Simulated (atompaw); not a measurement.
## An all-electron radial function and its pseudo partner (lead (Pb))

Columns: radius, all-electron u(r) and pseudo u(r) of the 5s shell (level -151.86 eV) of lead in the configuration [Kr] 4d10 4f14 5s2 5p6 5d10 6s2 6p1; PBE, scalar-relativistic, PAW (atompaw) scheme, atompaw 4.2.0.5.

| r (bohr) | all-electron | pseudo |
| --- | --- | --- |
| 0.063 | -0.1950 | 0.1849 |
| 0.127 | 0.5107 | 0.3682 |
| 0.190 | 0.0610 | 0.5398 |
| 0.254 | -0.5637 | 0.7013 |
| 0.317 | -0.7335 | 0.8440 |
| 0.381 | -0.4887 | 0.9692 |
| 0.444 | -0.0513 | 1.0707 |
| 0.508 | 0.4138 | 1.1500 |
| 0.571 | 0.7960 | 1.2037 |
| 0.635 | 1.0717 | 1.2333 |
| 0.698 | 1.2328 | 1.2387 |
| 0.762 | 1.3018 | 1.2215 |
| 0.825 | 1.2980 | 1.1843 |
| 0.888 | 1.2446 | 1.1297 |
| 0.952 | 1.1575 | 1.0596 |
| 1.015 | 1.0544 | 0.9797 |
| 1.079 | 0.9420 | 0.8910 |
| 1.142 | 0.8317 | 0.8001 |
| 1.206 | 0.7247 | 0.7074 |
| 1.269 | 0.6271 | 0.6188 |
| 1.333 | 0.5373 | 0.5341 |
| 1.396 | 0.4587 | 0.4577 |
| 1.460 | 0.3884 | 0.3883 |
| 1.523 | 0.3283 | 0.3283 |
| 1.587 | 0.2758 | 0.2758 |
| 1.650 | 0.2315 | 0.2315 |

**Question.** How many radial nodes do the two functions have?

**Answer.** The all-electron 5s function has n − l − 1 = 4 (the table is too coarse to show those close to the nucleus); the pseudo-wave has 0, since the states of the same l below it are removed with the core.

**Question.** Where does each function peak?

**Answer.** Outermost all-electron maximum near 0.76 bohr, pseudo maximum near 0.70 bohr (to the table’s step).

**Question.** Is the pseudo-wave norm-conserving?

**Answer.** No, it belongs to a PAW set: the norm inside the radius is not constrained, and the difference is carried by the augmentation charge.
